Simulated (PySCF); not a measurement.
## LaH3(H2O) at several levels of theory

Computed with PySCF 2.14.0 (density fitting, no spin-orbit coupling) at the geometry relaxed with PBE0:

```xyz
7
LaH3(H2O) (singlet)
La    0.2199   -0.2217    0.2217
H     1.3682    1.1685    1.3893
H    -1.1403   -1.3947    1.3947
H     1.3682   -1.3893   -1.1685
O    -1.2788    1.2657   -1.2657
H    -1.5941    2.1567   -1.0657
H    -1.5941    1.0657   -2.1567
```

```csv
level,basis,state,HOMO (eV),gap (eV),charge on La1 (e),population of f-type functions on La1 (core shells left out),dipole about the centre of mass (D),largest force component (eV/Å)
PBE0,"La def2-SVP with ECP46, H def2-SVP, O def2-SVP",singlet,-6.07,4.82,0.77,0.06,7.79,0.01
PBE0,"La def2-TZVP with ECP46, H def2-TZVP, O def2-TZVP",singlet,-6.15,4.78,0.86,0.06,7.67,0.25
```

Charges are Mulliken's, which hang on the basis. The relaxation used the grid (50, 194), these runs (75, 302) or, all-electron (x2c bases, spin-free X2C Hamiltonian), (99, 590).

Task: A further run in the first row's basis gives HOMO (eV) -8.90, gap (eV) 9.59, charge on La1 (e) 1.15, population of f-type functions on La1 (core shells left out) 0.07, dipole about the centre of mass (D) 8.37, largest force component (eV/Å) 0.83. Which level was it?
A. HF
B. revPBE

Result: A. The others give HOMO -4.91 eV (revPBE).

In the first row's basis the gap widens with exact exchange: 2.9 eV for revPBE (none); 4.8 eV for PBE0 (a fixed share); 9.6 eV for Hartree–Fock (rising or full at long range).
